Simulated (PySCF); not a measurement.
**Identify the compound**

The spectra below were simulated for a compound C7H13FN2.

¹H NMR (400 MHz, computed): δ 6.00 (m, 1H), 3.83 (m, 1H), 3.02 (s, 3H), 2.94 (m, 1H), 2.76 (m, 1H), 1.32 (d, 3H), 1.10 (d, 3H).

¹³C{¹H} NMR (computed): δ 152.9 (C), 98.9 (CH), 62.5 (CH2), 42.9 (CH3), 29.4 (CH), 23.8 (CH3), 21.4 (CH3).

No solvent model, non-relativistic, rapidly exchanging positions averaged, one computed conformer. Shieldings: GIAO PBE0/pcSseg-1; structure optimised with GFN2-xTB; PySCF 2.14.0 with density-fitted response routines.

Shifts are taken against calculated references (same method and geometry level): TMS for ¹H (σ = 31.72 ppm) and ¹³C (σ = 186.93 ppm).

Deduce the structure.

Results:


1. Rings plus π bonds: 2 (1 ring in the answer).
2. 7 carbon signals for 7 carbons: no two carbons are equivalent.
3. Carbon types of the structure: 1 × C, 2 × CH, 1 × CH2, 3 × CH3, which accounts for all hydrogens.
4. δC 152.9: C=N carbon.
5. δC 98.9: sp3 CH bonded to F; pulled downfield by the heteroatom.
6. δC 62.5: sp3 CH2 bonded to N; pulled downfield by the heteroatom.
7. δC 42.9: methyl carbon bonded to N; pulled downfield by the heteroatom.
8. δC 29.4: sp3 CH; saturated and bonded to C and H only.
9. δH 3.83, 2.94: hydrogen on an sp3 CH2 bonded to N; its carbon carries N, an electronegative neighbour.
10. δH 3.02: hydrogen on a methyl carbon bonded to N; its carbon carries N, hence the downfield position.

Structure: SMILES F[C@H]1C(C(C)C)=NN(C)C1.

This is the structure that produced the data.

Splittings by ¹⁹F in the carbon and heteronuclear signals aren't shown, as no couplings were computed. Shifts are as computed. Against solution values, carbons near 30 ppm lie about +3 ppm off and those near 130 ppm about +5 ppm. Of 1211 compounds with measured shifts, 218 miss one by over three times the rms of a fit or turn the order of signals round; such compounds aren't used in these exercises. Multiplicities follow the n + 1 count of equivalent neighbours, as no J values were calculated; m marks all less simple cases, F and P coupling included.
